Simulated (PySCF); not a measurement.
## P²⁺ (phosphorus, charge +2) across methods

[Ne] 3s2 3p1, 2P determinant. Computed with PySCF 2.14 in aug-cc-pV(D+d)Z (5s4p3d, 32 functions), with no relativity, point nucleus.

| method | E (hartree) | mean ε 3s α (eV) | mean ε 3s β (eV) | mean ε 3p α (eV) | Σ⟨r²⟩ (bohr²) | ⟨S²⟩ |
| --- | --- | --- | --- | --- | --- | --- |
| M06-L | -340.1422 | -34.639 | -33.136 | -25.056 | 13.84 | 0.754 |
| PBE | -339.9868 | -34.308 | -33.156 | -24.966 | 14.01 | 0.753 |
| PW91 | -340.1278 | -34.379 | -33.229 | -25.031 | 13.99 | 0.753 |
| UHF | -339.64036 | -40.068 | -37.073 | -29.943 | 14.20 | 0.762 |
| M06-2X | -340.1362 | -37.271 | -35.864 | -27.287 | 13.99 | 0.753 |
| BHandHLYP | -340.1682 | -37.457 | -35.646 | -27.583 | 14.05 | 0.755 |
| r2SCAN | -340.1113 | -34.622 | -33.313 | -25.382 | 14.04 | 0.758 |
| LDA | -338.8664 | -34.377 | -33.296 | -24.804 | 14.01 | 0.751 |

Question: Estimate the same row for PBE0.

Answer: E (hartree) = -340.0174; mean ε 3s α (eV) = -35.957; mean ε 3s β (eV) = -34.430; mean ε 3p α (eV) = -26.368; Σ⟨r²⟩ (bohr²) = 14.02; ⟨S²⟩ = 0.755.
